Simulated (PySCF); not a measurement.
Species: `C[Si@H](P)CS[SiH3]`. The columns A, B, C and D hold Mulliken, IAO, Hirshfeld and ESP-fitted charges (e) of one PBE0/pcSseg-1 density (PySCF), in a shuffled order. Coordinates in Å (GFN2-xTB); the density's dipole moment is (0.03, 0.18, -1.75) D.

```
atom       x       y       z       A       B       C       D
  C1  -1.059   1.697   0.830  -0.253  -0.713  -0.606  -0.215
 Si2  -0.939   0.071  -0.146  +0.552  +0.741  +0.570  +0.311
  P3  -2.936  -0.963  -0.082  -0.423  -0.119  -0.215  -0.027
  C4   0.282  -1.120   0.714  -0.275  -0.618  -0.622  -0.164
  S5   1.838  -0.306   1.228  -0.309  -0.175  -0.278  -0.083
 Si6   2.901  -0.107  -0.613  +0.326  +0.541  +0.456  +0.293
  H7  -1.522   2.486   0.245  +0.058  +0.159  +0.143  +0.043
  H8  -1.650   1.563   1.733  +0.081  +0.158  +0.147  +0.042
  H9  -0.071   2.034   1.129  +0.050  +0.169  +0.160  +0.034
 H10  -0.439   0.321  -1.514  -0.173  -0.128  -0.038  -0.084
 H11  -2.640  -1.879  -1.075  +0.113  -0.003  +0.057  -0.011
 H12  -3.532  -0.096  -0.978  +0.122  -0.001  +0.059  -0.010
 H13   0.546  -1.974   0.092  +0.117  +0.158  +0.178  +0.040
 H14  -0.146  -1.502   1.639  +0.165  +0.173  +0.191  +0.045
 H15   2.807  -1.382  -1.315  -0.065  -0.121  -0.073  -0.072
 H16   4.249   0.214  -0.182  -0.033  -0.099  -0.064  -0.065
 H17   2.303   0.957  -1.414  -0.052  -0.124  -0.064  -0.076
```

**Question.** Which column most likely holds the ESP-fitted charges?

**Answer.** A. Σ q r misses the density's dipole by 0.06 D (A), 0.28 D (B), 1.50 D (D), 1.64 D (C). Charges fitted to the outside potential are the only set here that is tied to the molecule's multipoles.

**Question.** And the Hirshfeld charges?

**Answer.** D. The mean sizes are 0.095 e (D), 0.186 e (A), 0.231 e (C), 0.247 e (B), and Hirshfeld charges are commonly the smallest of these schemes.

As computed, A = ESP-fitted, B = IAO, C = Mulliken, D = Hirshfeld. Hydrogens on carbon: ESP-fitted +0.05 to +0.16, IAO +0.16 to +0.17, Mulliken +0.14 to +0.19, Hirshfeld +0.03 to +0.04 e.

The Hirshfeld scheme weights the molecular density at each point by an atom's share of the summed free-atom densities. The ESP scheme is a least-squares fit of atom-centred charges to the potential on four shells outside the van der Waals surface, with the total charge fixed.

Isolated species at its GFN2-xTB geometry (one conformer only).

These values come from a run that also computed NMR shieldings. Hardware: one thread of an Arm Neoverse V1, no GPU, shared host with 32 logical CPUs at a one-minute load of 22. Cost: 46 s (with the writing of density and orbital grids), 0.77 GiB resident at most.

The values belong to the conformer `[CH3:1][Si@H:2]([PH2:3])[CH2:4][S:5][SiH3:6]`: C1–Si2–C4–S5 -45°, Si2–C4–S5–Si6 -76°, H–P3–Si2–C1 167°, H–P3–Si2–C1 74°.
